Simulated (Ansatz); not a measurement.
`[OH][Zn][Br]`. The species carries charge 0 and has multiplicity 1. Correlated methods include outer-core shells of Br, Zn, which these sets cover unevenly. Scalar relativity is left out up to krypton.

```xyz
4

O     0.569   -0.635    1.044
Zn   -0.004    0.357   -0.305
Br   -0.609    1.691   -1.974
H     0.043   -1.413    1.235
```

Q: Give the diagnostics of a CCSD(T)/def2-TZVPP run (frozen core, Ansatz 0.2.0). (Best estimate.)

A: Computed: T1 = 0.0135, largest single amplitude 0.045, largest double 0.028, (T) share of the correlation energy 2.7 %, 12 CCSD cycles. The RHF solution is stable towards an unrestricted one. T1 lies under the customary mark of 0.02 for closed shells.
